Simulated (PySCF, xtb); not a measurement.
B(All)(F)(OH) (C3H6BFO), SMILES C=CCB(O)F. One conformer was computed; it need not be the lowest.

Harmonic wavenumbers (cm⁻¹) from GFN2-xTB (xtb) at its own minimum, in rising order: 36, 50, 176, 317, 393, 415, 476, 620, 633, 780, 827, 888, 929, 961, 1024, 1042, 1177, 1199, 1245, 1293, 1342, 1412, 1460, 1706, 2965, 3010, 3059, 3093, 3125, 3579.

Q: What does PBE-D3(BJ)/def2-SVP (PySCF) give at its own minimum? (Estimate from the structure and the level; the computed values follow.)

A: 73, 86, 205, 336, 400, 447, 503, 642, 678, 790, 818, 887, 930, 997, 1013, 1025, 1130, 1179, 1269, 1315, 1360, 1391, 1443, 1654, 2968, 3041, 3063, 3072, 3167, 3612. Paired by order, the mean absolute difference is 23 cm⁻¹ and the zero-point energies are 56.1 and 56.5 kcal/mol.
